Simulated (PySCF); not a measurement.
Bonds: C1-C2, C2-C3, C2-C4, C4-O5, O5-C6, C6-N7. C1 carries H8, H9; C3 carries H10, H11, H12; C4 carries H13, H14; C6 carries H15; N7 carries H16.

One conformer, non-relativistic Hamiltonian, averaged over atoms made equivalent by symmetry, fast rotation or ring inversion, isolated molecule. PBE0/pcSseg-1 with gauge-including orbitals; geometry from GFN2-xTB; PySCF.

Chemical shifts δ = σref − σ; 13C and 1H against TMS; 17O vs H2O; 15N vs NH3, all at this level.

```csv
atoms,nucleus,count,Hirshfeld charge,δ (ppm)
H15,1H,1,0.06,8.09
H8,1H,1,0.04,?
C3,13C,1,-0.12,?
C4,13C,1,0.00,73.9
C2,13C,1,0.01,151.4
N7,15N,1,-0.27,258.3
H13/H14,1H,2,0.04,4.64
C1,13C,1,-0.11,?
C6,13C,1,0.11,163.4
H10/H11/H12,1H,3,0.04,2.02
O5,17O,1,-0.10,175.4
H16,1H,1,0.11,?
H9,1H,1,0.04,5.34
```

Fill in the missing shifts.

Results:


- C1: 121.4 ppm, carbon bonded to C, 2 H
- C3: 23.4 ppm, carbon bonded to C, 3 H
- H16: 8.29 ppm, hydrogen on a nitrogen bonded to C
- H8: 5.37 ppm, hydrogen on a carbon bonded to C

Exchangeable OH/NH protons stand at their gas-phase positions; hydrogen bonding in a real sample shifts them, mostly to higher δ. Shifts are as computed. Against solution values, carbons near 30 ppm lie about +3 ppm off and those near 130 ppm about +5 ppm. Of 1211 compounds with measured shifts, 218 miss one by over three times the rms of a fit or turn the order of signals round; such compounds aren't used in these exercises. Experimental scales use liquid or dissolved standards, which lie at an offset from isolated NH3 (liquid NH3: subtract about 20 ppm) and H2O (liquid H2O: subtract about 36 ppm). Unscaled 15N shifts of sp2 nitrogen come out 20 to 40 ppm too high even then.
